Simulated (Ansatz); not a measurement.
Start from `C=[CH][SnH3]` and change one atom or group to get `C=[CH][SnH2][Br]`.

Ansatz, PBE0-D4/def2-TZVP geometries, multiplicity 1. Each molecule was computed in one conformer, which needn't be the lowest.

Elements past krypton have def2 core potentials. Scalar relativity is left out up to krypton.

```
                                      property  `C=[CH][SnH3]`
           HOMO–LUMO gap (PBE/def2-TZVPP) / eV            5.48
             HOMO energy (PBE/def2-TZVPP) / eV           -6.82
         HOMO energy (ωB97M-V/def2-TZVPP) / eV          -10.15
             LUMO energy (PBE/def2-TZVPP) / eV           -1.34
size of the dipole moment (PBE/def2-TZVPP) / D            0.65
         LUMO energy (ωB97M-V/def2-TZVPP) / eV            1.67
```

Problem. Give the same properties after the change, and the shifts. (An estimate is asked.)

Solution. Computed: 
| property | `C=[CH][SnH2][Br]` | shift |
| --- | --- | --- |
| HOMO–LUMO gap (PBE/def2-TZVPP) / eV | 5.14 | -0.34 |
| HOMO energy (PBE/def2-TZVPP) / eV | -6.80 | 0.02 |
| HOMO energy (ωB97M-V/def2-TZVPP) / eV | -10.25 | -0.10 |
| LUMO energy (PBE/def2-TZVPP) / eV | -1.66 | -0.32 |
| size of the dipole moment (PBE/def2-TZVPP) / D | 2.51 | 1.86 |
| LUMO energy (ωB97M-V/def2-TZVPP) / eV | 0.85 | -0.82 |

With PBE0 the HOMO falls by 0.12 eV and the LUMO falls by 0.50 eV, so the gap narrows by about 0.38 eV. PBE moves the HOMO by 0.02 eV and ωB97M-V by -0.10 eV. Dipoles are sizes alone; their direction can turn.

Spin–orbit coupling is left out; it splits and shifts lone-pair levels of the heavy atoms by tenths of an eV.
